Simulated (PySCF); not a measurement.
Cobalt: a sound run and one with changed settings

Sound run: Co [Ar] 3d7 4s2, Co⁺ [Ar] 3d8. Computed with PySCF 2.14 in cc-pVTZ (7s6p4d2f1g, 68 functions), with no relativity, point nucleus. In the sound run the correlated levels freeze [Ar]. The sound run starts from symmetry-adapted Hartree-Fock orbitals and uses a fine grid where one is needed.

Changed run: initial guess sap, at most 50 SCF cycles.

```json
{"species": "Co", "method": "UHF", "sound run (hartree)": "-1381.42514", "changed run (hartree)": "-1381.42514", "converged": "yes"}
{"species": "Co", "method": "PBE0", "sound run (hartree)": "-1382.51672", "changed run (hartree)": "-1382.50849", "converged": "yes"}
{"species": "Co", "method": "MN15", "sound run (hartree)": "-1382.88823", "changed run (hartree)": "-1382.90749", "converged": "no"}
{"species": "Co", "method": "MP2", "sound run (hartree)": "-1381.67127", "changed run (hartree)": "-1381.67127", "converged": "yes"}
{"species": "Co⁺", "method": "UHF", "sound run (hartree)": "-1381.13666", "changed run (hartree)": "-1381.04743", "converged": "yes"}
{"species": "Co⁺", "method": "PBE0", "sound run (hartree)": "-1382.24554", "changed run (hartree)": "-1382.24554", "converged": "yes"}
{"species": "Co⁺", "method": "MN15", "sound run (hartree)": "-1382.64275", "changed run (hartree)": "-1382.64275", "converged": "yes"}
```

The plain start fixes occupations by D2h representation alone, and Co at PBE0, Co⁺ at UHF landed in another state (other ⟨L²⟩ or ⟨S²⟩).
